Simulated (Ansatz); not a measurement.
Consider the ligand exchange at a P–S bond: `PS` + `C[SeH]` → `C[Se]P` + H₂S.

Program: Ansatz. Geometries: PBE0-D4/def2-TZVP. ΔE: electronic, gas phase. CCSD(T)/CBS adds triple-zeta CCSD(T) − MP2 to the extrapolated MP2 energy (def2 sets, frozen cores). This one scheme is used for every species. Functionals use def2-TZVPP. For Se outer-core shells are correlated without core-valence functions, which leaves a few kJ/mol of doubt a bond. Scalar relativity is left out up to krypton. Each species was taken in one conformer, which may not be the lowest.

```
             level  ΔE (eV)
            PBE-D4    -0.18
         revPBE-D4    -0.18
          PBE-QIDH    -0.17
               PBE    -0.16
              BLYP    -0.15
           r2SCANh    -0.17
RPA@PBE/def2-TZVPP    -0.18
   CCSD/def2-TZVPP    -0.18
```

Q: What does CCSD(T)/CBS give? (Estimate.)

A: Ansatz gave: -0.19 eV. The listed levels differ from it by 0.01, 0.01, 0.02, 0.03, 0.04, 0.02, 0.01, 0.01 eV.

Largest T1 diagnostic among the species: 0.012.

The D4 term adds −0.04 eV with B3LYP and −0.02 eV with PBE0; it sums over pairs of atoms, weighted by their polarisabilities, and B3LYP, whose exchange is more repulsive, gets the larger term. In def2-TZVPP, CCSD(T) changes the Hartree–Fock value by −0.06 eV (the triples alone add −0.01 eV) and MP2 by −0.08 eV.

B3LYP here is the variant with VWN-RPA as its local correlation; programs differ in this.
